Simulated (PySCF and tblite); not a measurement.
The numbers below are computed, except where a source is named.
2 diastereomers of C₃H₁₂O₃Si₃, numbered alike:

```tsv
isomer	SMILES
A	[CH3:1][Si@H:2]1[O:3][Si@H:4]([CH3:5])[O:6][Si@H:7]([CH3:8])[O:9]1
B	[CH3:1][Si@H:2]1[O:3][Si@@H:4]([CH3:5])[O:6][Si@@H:7]([CH3:8])[O:9]1
```

Each isomer is a Boltzmann average at 298.15 K over at most 7 conformers: GFN2-xTB geometries, energies PBE0/pcSseg-1 (D3(BJ) added where defined), GFN2-xTB thermal terms. Programs: PySCF with density fitting and tblite.

Q: Rank the isomers by free energy at 298.15 K.

A: 
```json
{"isomer": "A", "ΔG (kcal/mol)": "0.0", "ΔE, lowest conformer": "0.0", "conformers": "1", "largest weight %": "100", "rms dipole (D)": "0.44"}
{"isomer": "B", "ΔG (kcal/mol)": "0.8", "ΔE, lowest conformer": "0.1", "conformers": "1", "largest weight %": "100", "rms dipole (D)": "1.33"}
```

Q: If they could interconvert freely, what would the mixture hold (chiral isomers as racemates)?

A: A 80 %, B 20 %. A racemate gains RT ln 2.
